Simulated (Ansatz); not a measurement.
Species: CH$_{3}$O$_{3}$, SMILES `O[C](O)O` (charge 0, multiplicity 2).

### Question
Give a relaxed geometry from B3LYP-D3(BJ)/def2-TZVP run with Ansatz (an electronic-structure program).

### Answer
Several could match; the one computed here: the end point of this relaxation, one of several conformers (outside a Z-matrix the atoms follow the SMILES, hydrogens last).
Z-matrix (Å, degrees):
```
C
O 1 1.3699
H 2 0.9650 1 108.12
O 1 1.3699 2 111.92 3 179.98
H 4 0.9650 1 108.12 2 53.36
O 1 1.3699 2 111.92 3 53.38
H 6 0.9649 1 108.13 2 -179.75
```
